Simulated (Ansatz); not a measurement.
MoO2(NH2)2 (MoN2O2H4): single points at one geometry.

```yaml
crystal:
  periodic: [false, false, false]
  atoms:
    - {symbol: Mo, position_ang: [0.538075, 0.000745, 0.370950]}
    - {symbol: O, position_ang: [0.481739, 0.004022, 2.051472]}
    - {symbol: O, position_ang: [2.088826, -0.000472, -0.279061]}
    - {symbol: N, position_ang: [-0.358306, 1.591808, -0.250299]}
    - {symbol: H, position_ang: [-0.121511, 2.082939, -1.107327]}
    - {symbol: H, position_ang: [-1.074549, 2.085193, 0.274453]}
    - {symbol: N, position_ang: [-0.358300, -1.592796, -0.243928]}
    - {symbol: H, position_ang: [-1.074203, -2.084372, 0.282975]}
    - {symbol: H, position_ang: [-0.121771, -2.087067, -1.099225]}
basis:
  gaussian: {orbitals: def2-TZVP, initial_orbitals: start.molden}
hamiltonian: {xc: {name: B2PLYP}}
scf: {omitted_lower_state_checks: [starts]}
```

The file start.molden holds the orbitals of an earlier run on this structure, at another level or in another basis.

```sh
$ ansatz run in.yaml --threads 2 --pin off --events-out ev --progress --plain --max-ram 4352MiB
```

Output, abridged:

```
Functional definition: B2PLYP
1375 factors; integrals over basis functions are off by at most 1.1e-3 eV
mean field evaluation 1: about -8981.2405 eV, gradient 9.2e0 eV
mean field evaluation 2: about -8981.3933 eV, gradient 2.3e-1 eV
mean field evaluation 4: about -8981.6017 eV, gradient 2.2e-3 eV
mean field evaluation 8: about -8981.6017 eV, gradient 2.7e-6 eV
mean field -8981.60172580 eV, -330.0677754750 hartree, gradient 2.6e-6 eV, S^2 0.000000; 0 other end points of the search recorded, 0 dependent functions left out
4 core orbitals not correlated: weight in the atoms' cores, before any rotation towards them, 1.000 or more for the frozen orbitals, at most 0.000 for the correlated occupied ones
reference -8981.60191222 eV, -330.0677823257 hartree; 20, 20 occupied and 164, 164 virtual orbitals, 1375 factors
second order -49.52352654 eV of doubles, -0.00000000 eV of singles
Total energy: -8994.97326439 eV, -330.5591704544 hartree
Checks for a lower state left out: starts
```

It took 7.5 s on 2 threads of Arm Neoverse V1 on a shared host.

As the first input, with `hamiltonian: {xc: {name: BLYP}, dispersion: d4}`, `output: {orbitals: {seedname: orbitals}}` (abridged; 3 s):

```
Functional definition: BLYP
mean field -9001.35004804 eV, -330.7935129314 hartree, gradient 1.6e-5 eV, S^2 0.000000
Total energy: -9001.82725300 eV, -330.8110498900 hartree
Checks for a lower state left out: starts
```

As the first input, with `hamiltonian: {xc: r2scan, dispersion: d4}`, `output: {orbitals: {seedname: orbitals}}` (abridged; 6 s):

```
Functional definition: r2SCAN
mean field -9000.40762734 eV, -330.7588796094 hartree, gradient 2.5e-5 eV, S^2 0.000000
Total energy: -9000.46006999 eV, -330.7608068410 hartree
Checks for a lower state left out: starts
```

Geometry: PBE0-D4/def2-SVP.

In the def2 sets Mo takes a core potential; there is no spin–orbit coupling. Correlated methods freeze 4 core orbitals; core or outer-core shells of Mo are correlated, in sets that lack core-valence functions.
